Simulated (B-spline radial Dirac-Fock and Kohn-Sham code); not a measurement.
## Dipole and non-dipole photoemission parameters of Hf 5p3/2

System: the Hf atom, configuration 1s2 2s2 2p6 3s2 3p6 3d10 4s2 4p6 4d10 4f14 5s2 5p6 5d2 6s2; threshold 37.37 eV (orbital energy of the model). Model: Dirac-Hartree-Slater photoionisation with a Latter tail; cross sections with all multipoles, angular parameters from the dipole term and its interference with E2. Program: a B-spline atomic structure program.

For linearly polarised light dσ/dΩ = σ/(4π) [1 + β P₂(cos θ) + (δ + γ cos²θ) sin θ cos φ], with θ from the polarisation vector and φ the angle between the beam and the projection of the electron momentum on the plane normal to the polarisation.

```csv
hν (eV),σ (kb),β,γ,δ
52.4,2870,1.993,-0.026,-0.001
58.9,1830,1.902,0.059,-0.006
63.1,1410,1.795,0.126,-0.012
80,604,1.175,0.344,-0.034
81,581,1.135,0.352,-0.035
112,246,0.088,0.294,-0.035
204,113,0.057,-0.074,0.030
244,95.4,0.301,-0.042,0.037
303,77.0,0.587,0.041,0.037
397,57.8,0.892,0.159,0.031
402,57.0,0.904,0.164,0.030
412,55.5,0.929,0.174,0.029
444,50.9,1.000,0.201,0.027
600,35.3,1.240,0.269,0.016
693,29.3,1.332,0.276,0.011
752,26.2,1.379,0.272,0.008
758,26.0,1.383,0.271,0.008
800,24.1,1.411,0.265,0.007
1000,17.6,1.514,0.221,0.002
1170,?,?,?,?
1330,11.4,1.613,0.130,-0.001
1486.9,9.51,1.643,0.090,-0.001
1520,9.17,1.648,0.083,-0.001
2570,3.66,1.736,-0.041,0.002
4220,1.38,1.753,0.060,0.007
6000,0.645,1.732,0.306,0.012
8360,0.300,1.689,0.664,0.019
9251.7,0.235,1.671,0.793,0.023
15000,0.0696,1.560,1.517,0.047
```

Task: Give the values at 1170 eV.

Result: σ = 13.9 kb, β = 1.572, γ = 0.174, δ = 0.000.

Values without a named source are computed, but for edge energies of neutral atoms, which are taken from tables.
